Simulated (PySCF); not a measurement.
FeCl₃, SMILES [Cl][Fe]([Cl])[Cl] (connectivity only; charge and spin as stated), neutral, multiplicity 6. Atoms are numbered in the order given.

```xyz
4

Fe     0.0000     0.0000     0.0000
Cl     2.1395     0.0000     0.0000
Cl    -1.0697    -1.8528     0.0000
Cl    -1.0697     1.8528     0.0000
```
Charge 0, spin multiplicity 6.

Geometry optimised at PBE0-D3(BJ)/def2-SVP. The spin state was assumed, not searched. The isomer is the one that the SMILES or the coordinates give; other isomers of the formula were not compared.

Method: PBE/def2-TZVPD (PySCF).

Mulliken values depend strongly on the basis, most of all with diffuse functions as here. Atomic charges (e):

| atom | meta-Löwdin | Mulliken | Mulliken spin |
|---|---|---|---|
| Fe1 | [?] | 0.40 | 3.96 |
| Cl2 | [?] | -0.13 | 0.35 |
| Cl3 | [?] | -0.13 | 0.35 |
| Cl4 | [?] | -0.13 | 0.35 |

Problem. What belongs in the gaps? (Estimate from the structure and the level; the computed values follow.)

Solution. 
- Fe1, meta-Löwdin: 1.27
- Cl2, meta-Löwdin: -0.42
- Cl3, meta-Löwdin: -0.42
- Cl4, meta-Löwdin: -0.42
